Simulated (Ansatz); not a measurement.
C$_{2}$H$_{3}$ClNSi (`C[Si](Cl)C#N`) radical at its PBE0-D4/def2-TZVP geometry, where that method's forces vanish. The species carries charge 0 and has multiplicity 2.

```xyz
8

C     0.1773    0.4130   -1.1101
Si   -0.5258   -0.7201    0.1824
Cl    0.5780   -2.4298    0.3856
C    -0.5374    0.1299    1.8165
N    -0.6511    0.6763    2.8268
H     1.2098    0.6680   -0.8560
H     0.1616   -0.0682   -2.0891
H    -0.4126    1.3309   -1.1562
```

**Question.** What forces (eV/Å) does r2SCAN-D4/def2-TZVPP give on these atoms in Ansatz 0.2.0? (Best estimate.)

**Answer.** The calculation gave: 
```
C1  -0.021  0.001 -0.013
Si2 -0.026  0.071  0.065
Cl3  0.041 -0.079 -0.004
C4   0.051 -0.285 -0.561
N5  -0.062  0.279  0.524
H6  -0.021 -0.001 -0.012
H7   0.010  0.027  0.014
H8   0.028 -0.014 -0.012
```
